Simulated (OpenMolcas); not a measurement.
## Cr4+: CASPT2 settings compared

* Program: OpenMolcas 26.06
* Basis: ANO-R1 [5s3p3d1f]
* Scalar Hamiltonian: X2C, finite nucleus
* Active space: 2 electrons in 5 orbitals (3d)
* State averaging: 2S+1 = 3 even, 10 roots; 2S+1 = 1 even, 15 roots
* Spin-orbit coupling: RASSI with atomic mean-field integrals over the reference wave functions, term energies averaged over their components

Methods on the same reference wave functions:
A. CASSCF
B. SS-CASPT2, IPEA 0.6 Eh, sigma1 regulariser 0.15 Eh (closed shells correlated: 3s 3p)
C. SS-CASPT2, IPEA 0.6 Eh, sigma1 regulariser 0.5 Eh (closed shells correlated: 2s 2p 3s 3p)
D. XMS-CASPT2, IPEA 0.6 Eh, imaginary shift 0.05 Eh (closed shells correlated: 2s 2p 3s 3p)

Energies in cm-1 above 3d2 3F2, the measured ground level; measured values from Sugar and Corliss, J. Phys. Chem. Ref. Data 6, 317 (1977).

```
  Level      A      B      C      D  Measured
3d2 3F2    0.0    0.0    0.0    0.0       0.0
3d2 3F3    484    487    487    486       508
3d2 3F4   1106   1108   1108   1108      1142
3d2 1D2  16129  13610  13540  13780     13188
3d2 3P0  18905  16630  16560  16290     15492
3d2 3P1  19076  16800  16730  16460     15677
3d2 3P2  19451  17170  17100  16850     16041
3d2 1G4  24800  23070  23050  23020     22019
3d2 1S0  60317  53980  53740  54110     51146
```

Deviations, from unrounded energies. A percentage is the sum of absolute deviations over the sum of measured energies, with the sign that they share, or ± where signs differ.

```tsv
Against measurement	Levels	A	B	C	D
mean absolute deviation (cm-1)	8	3100	970	900	880
fine structure of the ground term (%)	2	-3.6	-3.3	-3.3	-3.4
other terms of the ground configuration (%)	6	+18.8	+5.8	+5.4	+5.2
```

C, D lie about equally close to measurement and A furthest from it. The largest miss of D in the table is 3d2 1S0, by +3000 cm-1. The ranking rests on the paired levels alone, and a cruder setting can come out closer through cancelling errors.

Among B to D the level of the table that moves most is 3d2 1S0, by 360 cm-1 (lowest in C, highest in D). Moves below CASPT2's spread within the term are not significant.

The mean deviations of B to D differ by less than CASPT2's widest spread within a term (1300 cm-1), so their order carries little weight.

From A to B the spin-free energies of the other terms of 3d2 shown, above 3F, scale by factors of 0.84 to 0.93, as is usual when dynamic correlation screens the repulsion within a d or f shell.

The lowest spin-free term lies below A's lowest term by 0.166 hartree in B, 0.174 hartree in C, 0.177 hartree in D.

CASPT2 breaks the degeneracy within a term, and the mean is taken; among the terms shown or strongly mixed into the levels shown the widest spread is 1300 cm-1 (3d2 3F, D). The basis is small and was not contracted for so high a charge. Without dynamic correlation excited terms often stand tens of per cent too high (terms of higher spin than the ground term too low), and those without a measured partner can miss by more than the paired ones (holds for A). Computed and measured levels are paired by configuration, term and J; levels that our copy of the source lacks, or whose pairing is in doubt (as where it misses far off the trend of its configuration), stay unpaired and out of the deviations. Only configurations of the active space appear.
